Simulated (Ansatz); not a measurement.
Consider the cleavage of the Al–Si bond: `[CH3][Al]([OH])[SiH2]O` + HBr → `[CH3][Al]([OH])[Br]` + `O[SiH3]`.

Computed with Ansatz on PBE0-D4/def2-TZVP structures; ΔE is electronic, products minus reactants. CCSD(T)/CBS is the MP2 limit (def2-TZVPP, def2-QZVPP) plus CCSD(T) − MP2 in def2-TZVPP, frozen cores. DFT in def2-TZVPP. For Br outer-core shells are correlated without core-valence functions, which leaves a few kJ/mol of doubt a bond. Scalar relativity is left out up to krypton. One conformer a species, not always the lowest.

CCSD(T)/CBS gives -186.2 kJ/mol.

(1) Another level gave -173.8 kJ/mol. Which?
A. PBE0-D4/def2-TZVPP
B. ωB97M-V/def2-TZVPP
C. ωB97X-V/def2-TZVPP
D. PBE-D4/def2-TZVPP

Largest T1 diagnostic among the species: 0.012.

## Answers

(1) A. PBE0-D4 -173.8, PBE-D4 -162.7, ωB97X-V -182.9, ωB97M-V -189.5 kJ/mol.

In def2-TZVPP, CCSD(T) changes the Hartree–Fock value by +26.0 kJ/mol (the triples alone add +2.9 kJ/mol) and MP2 by +13.0 kJ/mol. From PBE to PBE0 (25 % exact exchange), in def2-TZVPP and without D4, ΔE moves by −11.1 kJ/mol.
